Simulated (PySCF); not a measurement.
## What settings do to a single point of BiCl3

The sound run of BiCl3 (singlet) uses PySCF 2.14.0, RKS r2SCAN, Bi def2-SVP with ECP60, Cl def2-SVP; non-relativistic Hamiltonian with scalar-relativistic core potentials where named; density fitting; no spin-orbit coupling, grid (50, 194), threshold 1e-8 Eh and 55 cycles, at the relaxed geometry:

```xyz
4

Bi    0.0000    0.0000    0.5263
Cl    2.1745    0.0000   -0.6447
Cl   -1.0873    1.8832   -0.6447
Cl   -1.0873   -1.8832   -0.6447
```

There Bi1 has a Mulliken charge of 0.95 e and the dipole about the centre of mass is 4.08 D. Each run below changes one thing and starts from free metal ions and neutral atoms unless it says otherwise; with 55 cycles, smearing, a level shift and second-order steps follow where DIIS fails, and their cycles count. Energy shifts count from the sound run.

| change | outcome | cycles | energy shift (eV) | largest force component (eV/Å) | charge on Bi1 (e) | dipole about the centre of mass (D) |
| --- | --- | --- | --- | --- | --- | --- |
| threshold 0.0001 | converged | 6 | 0.0001 | 0.03 | 0.96 | 4.11 |
| Cl4 put 0.8 Å from Bi1, limit 89 cycles | converged | 9 | 491.12 | 1719.13 | 1.02 | 5.09 |
| start from a density of up to 30 smeared cycles (not counted) | converged | 7 | 0.0000 | 0.03 | 0.95 | 4.07 |
| cycle limit 3 | not converged | 3 | – | – | – | – |

Task: How does the run with this change end: all coordinates × 0.94?

Result: outcome converged, cycles 9, energy shift (eV) 0.55, largest force component (eV/Å) 4.05, charge on Bi1 (e) 0.93, dipole about the centre of mass (D) 3.27.

Unsound on purpose, so not properties of the compound: Cl4 put 0.8 Å from Bi1, limit 89 cycles.

Forces carry noise of the integration grid, about 0.01 to 0.03 eV/Å.

No frequency check is given that shows the relaxed geometry to be a minimum.
